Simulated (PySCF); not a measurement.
Gas-phase reaction: ZnH2 + F2 = ZnF2 + H2, at 2500 K and a standard pressure of 1 bar. Level: B3LYP/6-31G*.

Energies from PySCF, thermal terms from the rigid-rotor harmonic-oscillator model, ideal gas at 1 bar. 6-31G* has spherical d functions here. All species are closed-shell singlets. B3LYP is the form with VWN-RPA correlation. Zn: all electrons, no relativistic terms. ZnH2: computed as isolated molecules; such fragments, hydroxides, amides, oligomers or adducts are transient or little studied in the gas. The harmonic model lacks anharmonicity and excited electronic states, which grow with temperature; levels with a mode under 35 cm⁻¹ are left out.

| species | E (Ha) | H(2500 K) − E (kJ/mol) | S°(2500 K) (J/mol/K) |
|---|---|---|---|
| ZnH2 | -1780.26473 | 160.1 | 312.8 |
| F2 | -199.49551 | 94.2 | 276.5 |
| ZnF2 | -1978.84337 | 156.5 | 379.7 |
| H2 | -1.17548 | 103.8 | 194.7 |
E: electronic energy; H − E holds the zero-point and thermal terms. 1 Ha = 2625.5 kJ/mol.

### Question
Work out ΔH°, ΔS°, ΔG° and log10 K from these numbers.

### Answer
1. ΔE = 1×(-1978.84337) + 1×(-1.17548) − 1×(-1780.26473) − 1×(-199.49551) = -0.25861 Ha = -679.0 kJ.
2. Δ(H − E) = 1×(156.5) + 1×(103.8) − 1×(160.1) − 1×(94.2) = 6.0 kJ, so ΔH° = -673.0 kJ.
3. ΔS° = 1×(379.7) + 1×(194.7) − 1×(312.8) − 1×(276.5) = -14.9 J/K; the number of gas molecules stays the same.
4. ΔG° = ΔH° − TΔS° = -673.0 − 2500×(-14.9)/1000 = -635.8 kJ.
5. log10 K = −ΔG°/(RT ln 10) = 13.28, with RT ln 10 = 47.86 kJ/mol; at standard pressures the products are favoured.
6. A shift of 10 kJ in ΔE would move log10 K by 0.21 here.
For scale, ΔH°(298 K) is -674 kJ at this level, -633 kJ at ωB97M-V/def2-TZVP†, and runs from -714 to -583 kJ over the 19 levels computed († marks an energy on the PBE0/def2-TZVP geometry).
